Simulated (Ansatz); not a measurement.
## Pulling the pair apart

The pair of Br⁻ (SMILES [Br-], atom 1) and GeH₄ (SMILES [GeH4], atoms 2–6), both closed shells, in one local arrangement (a lower one may exist), relaxed at PBE0-D4/def2-TZVPD:

Br1  (-0.527, -1.431, -2.464)
Ge2  (0.092, 0.250, 0.431)
H3  (0.379, 1.027, 1.769)
H4  (1.446, 0.145, -0.272)
H5  (-0.918, 1.112, -0.327)
H6  (-0.471, -1.104, 0.864)
(Å)

GeH₄ is shifted rigidly along the line between the mean atom positions of the two fragments (negative: closer). Counterpoise interaction energies in kcal/mol. Program: Ansatz 0.2.0. Basis: def2-TZVPPD. Cores are frozen in the correlated methods. Filled d shells of the heavier atoms are correlated. The def2 sets are not built for correlating such inner shells, so the correlated values are less sure here.

| shift (Å) | MP2 | PBE0-D4 | PBE-D4 |
| --- | --- | --- | --- |
| -0.34 | -4.17 | -5.80 | -5.79 |
| -0.17 | -5.71 | -6.94 | -6.97 |
| 0.00 | -6.28 | -7.21 | -7.28 |
| 0.17 | -6.29 | -7.01 | -7.12 |
| 0.41 | -5.83 | -6.36 | -6.48 |
| 0.85 | -4.52 | -4.87 | -5.01 |
| 1.70 | -2.56 | -2.72 | -2.81 |
| 3.40 | -1.00 | -1.06 | -1.08 |

**Question.** What does CCSD(T) give at these shifts? (Judge from chemistry; the value comes from the calculation.)

**Answer.** Computed: -3.66, -5.35, -6.03, -6.12, -5.72, -4.48, -2.54, -0.98 kcal/mol. For zero shift, CCSD(T) at an estimated basis limit (MP2 extrapolated from triple and quadruple zeta, plus CCSD(T) − MP2 in triple zeta) gives -7.04 kcal/mol. These are counterpoise interaction energies, counted from the two frozen fragments.

The T1 diagnostic stays at or below 0.010.

For scale, one of the runs: CCSD(T)/def2-TZVPPD, 179 basis functions, launched by `ansatz run in.yaml --threads 4 --pin off --events-out ev --progress --plain --max-ram 9574MiB`. Time: 46 s of wall clock on 4 CPU threads of an Arm Neoverse V2; the host was shared. Peak host memory: 1.7 GiB.
